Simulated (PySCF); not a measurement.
**Electron correlation in S+ (sulfur, charge +1)**

[Ne] 3s1 3p3 4s1, high-spin 6S determinant (an excited configuration). Calculation: PySCF 2.14, in dyall-acv3z (19s12p6d4f, 113 functions); the non-relativistic Hamiltonian (point nucleus). Frozen: [Ne]; 5 electrons correlated; the 23 highest virtual orbitals of each spin left out.

```tsv
level	correlation energy (mhartree)
CCSD	-45.75
(T)	-0.88
CCSD(T)	-46.63
```

Diagnostics: T1 = 0.0087, D1 = 0.0273, largest double amplitude 0.042.

The outer electron is Rydberg-like, and this basis confines it to a smaller radius and binds it less than a complete one would.

Cost of the coupled-cluster step: about 60 core-seconds, for 5 correlated electrons.
